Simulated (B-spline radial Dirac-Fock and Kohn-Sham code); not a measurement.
Core and valence levels of Er²⁴⁺

System: erbium as Er²⁴⁺, configuration [Kr] 4d8; nuclear rms radius 5.2516 fm (A = 166).

Model: multi-electron Dirac-Fock with separately optimised hole states, Breit and Lamb-shift corrections added in first order. Program: a radial atomic solver. Electron correlation is not included. Energies are counted from the vacuum level. Subshells whose hole state is unreliable or did not converge are left out.

All terms are in eV, carry their sign (relaxation lowers the binding energy) and add up to the binding energy; ⟨r⟩ is the mean radius of the orbital in the initial state.

```
subshell  −ε (Koopmans)  relaxation    Gaunt  retardation     QED  binding energy  ⟨r⟩ (bohr)
      1s        58582.4      -63.76  -190.69        16.98  -90.16         58254.7       0.020
      2s        10597.1      -29.49   -20.31         1.42  -12.61         10536.1       0.086
   2p1/2        10105.9      -33.75   -35.02         3.85    0.31         10041.2       0.072
   2p3/2         9187.4      -31.25   -24.59         5.01   -1.03          9135.6       0.079
      3s         3014.6       -9.28    -3.65         0.22   -2.87          2999.0       0.223
   3p1/2         2799.9      -10.05    -6.42         0.64    0.02          2784.1       0.213
   3p3/2         2602.0       -9.16    -4.32         0.92   -0.24          2589.3       0.227
      4s         1161.0       -1.59    -0.96         0.08   -0.78          1157.8       0.480
   4p1/2         1069.4       -1.63    -1.63         0.18    0.01          1066.3       0.483
   4p3/2         1016.6       -1.45    -1.08         0.26   -0.06          1014.2       0.505
      4d          861.2       -1.45    -0.44         0.07    0.04           859.4       0.514
```

For the deepest level, K (1s), the Breit terms make up -0.298 % of the binding energy, QED -0.155 % and orbital relaxation -0.109 %.

Spin-orbit splittings: 2p 905.7 eV, 3p 194.9 eV, 4p 52.07 eV.

Going to the tabulated ground configuration of the next ion removes an electron from N4,5 (4d), computed at 859.4 eV. NIST lists 853 ± 4 eV as the ionisation energy of this species (theoretical), -6.40 eV from the computed value. Where a p, d or f shell is open in either ion the computed value averages over both j values and all terms, while the table refers to the lowest levels; that difference holds spin-orbit splitting (largest in heavy or highly charged ions), term energies where several electrons share open shells, and correlation, and it can reach 10 % or more.
